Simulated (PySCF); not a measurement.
# Electron correlation in Al²⁺ (aluminium, charge +2)

[Ne] 3s1, 2S determinant. Computed with PySCF 2.14 in x2c-QZVPPall with one added diffuse shell each of s, p, d, f type (10s7p5d3f1g, 86 functions), with scalar relativity by spin-free X2C-1e. Frozen: 1s2; 9 electrons correlated.

```
  level  correlation energy (mhartree)
   CCSD                        -165.47
    (T)                          -1.22
CCSD(T)                        -166.69
```

Diagnostics: T1 = 0.0040, D1 = 0.0104, largest double amplitude 0.010.

Cost of the coupled-cluster step: about 28 core-seconds, for 9 correlated electrons.

Iterations:

```
CC2 = 0
CCSD nocc = (np.int64(5), np.int64(4)), nmo = (85, 85)
frozen orbitals [[0], [0]]
max_cycle = 100
direct = 0
conv_tol = 1e-08
conv_tol_normt = 1e-06
diis_space = 8
diis_start_cycle = 0
Init t2, MP2 energy = -0.162089042776006
Init E_corr(UCCSD) = -0.162089042812761
cycle = 1  E_corr(UCCSD) = -0.164186259521985  dE = -0.00209721671  norm(t1,t2) = 0.0152525
cycle = 2  E_corr(UCCSD) = -0.165299748137303  dE = -0.00111348862  norm(t1,t2) = 0.00336905
cycle = 3  E_corr(UCCSD) = -0.165465170246725  dE = -0.000165422109  norm(t1,t2) = 0.00110231
cycle = 4  E_corr(UCCSD) = -0.165479073512062  dE = -1.39032653e-05  norm(t1,t2) = 0.000127737
cycle = 5  E_corr(UCCSD) = -0.165472276277139  dE = 6.79723492e-06  norm(t1,t2) = 2.13274e-05
cycle = 6  E_corr(UCCSD) = -0.165472308595591  dE = -3.23184521e-08  norm(t1,t2) = 1.22055e-06
cycle = 7  E_corr(UCCSD) = -0.16547233743306  dE = -2.88374692e-08  norm(t1,t2) = 1.90028e-07
cycle = 8  E_corr(UCCSD) = -0.165472337460478  dE = -2.74175405e-11  norm(t1,t2) = 1.65714e-08
UCCSD converged
E(UCCSD) = -241.6321922911703  E_corr = -0.1654723374604778
UCCSD(T) correction = -0.00121660817577517
```

This basis was not built for core-valence correlation, so the inner-shell part is incomplete.
